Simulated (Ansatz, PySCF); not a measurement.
Bond stretch in H2 (cation, charge +1), doublet.

Computed with: UKS-PBE = unrestricted PBE/cc-pVTZ (Ansatz, a program for electronic structure); UKS-r2SCAN = PySCF with unrestricted r2SCAN/cc-pVTZ; UCCSD(T) = CCSD(T) on UHF/cc-pVTZ (PySCF).

Energies relative to the lowest point of each curve near equilibrium, in kJ/mol; the last columns give the difference from UCCSD(T):

| R / Å | UKS-PBE | UKS-r2SCAN | UCCSD(T) | UKS-PBE − UCCSD(T) | UKS-r2SCAN − UCCSD(T) |
|---|---|---|---|---|---|
| 0.82 | 56.6 | 50.6 | 41.4 | 15.2 | 9.2 |
| 0.88 | 32.7 | 27.9 | 20.6 | 12.0 | 7.3 |
| 0.94 | 16.9 | 13.3 | 8.1 | 8.7 | 5.2 |
| 0.99 | 8.4 | 5.9 | 2.4 | 5.9 | 3.4 |
| 1.04 | 3.2 | 1.7 | 0.1 | 3.1 | 1.5 |
| 1.06 | 1.9 | 0.8 | 0.0 | 1.9 | 0.8 |
| 1.10 | 0.3 | 0.0 | 0.8 | -0.5 | -0.8 |
| 1.13 | 0.0 | 0.2 | 2.3 | -2.3 | -2.1 |
| 1.15 | 0.1 | 0.7 | 3.6 | -3.5 | -2.9 |
| 1.22 | 2.2 | 4.2 | 10.1 | -7.9 | -5.9 |
| 1.26 | 4.4 | 7.2 | 14.8 | -10.4 | -7.7 |
| 1.37 | 12.8 | 17.6 | 30.5 | -17.7 | -12.8 |
| 1.48 | 23.2 | 30.1 | 48.4 | -25.2 | -18.3 |
| 1.65 | 40.4 | 50.3 | 77.7 | -37.3 | -27.4 |
| 1.80 | 54.9 | 67.3 | 103.4 | -48.4 | -36.0 |
| 1.99 | 70.8 | 86.2 | 133.8 | -62.9 | -47.5 |
| 2.18 | 83.3 | 101.4 | 160.9 | -77.6 | -59.4 |
| 2.42 | 94.1 | 115.1 | 189.5 | -95.4 | -74.4 |
| 2.67 | 100.1 | 123.3 | 212.5 | -112.4 | -89.2 |
| 2.96 | 102.3 | 127.1 | 231.6 | -129.3 | -104.6 |
| 3.29 | 100.8 | 126.5 | 246.1 | -145.2 | -119.6 |
| 3.87 | 93.8 | 119.8 | 259.6 | -165.8 | -139.7 |
| 4.44 | — | — | 265.2 | — | — |

UKS-PBE is furthest from UCCSD(T) at 3.87 (-165.8 kJ/mol, below); its mean absolute difference over the points is 44.9 kJ/mol.

UKS-r2SCAN is furthest from UCCSD(T) at 3.87 (-139.7 kJ/mol, below); its mean absolute difference over the points is 35.3 kJ/mol.

Dashes: no converged value, or the column stops at the first point that the program doubted or that broke a chosen test of continuity, which isn't proof of a fault.

At the longest distance UKS-r2SCAN leaves fractional charges on the fragments, a sign of delocalisation error or of the restricted form.
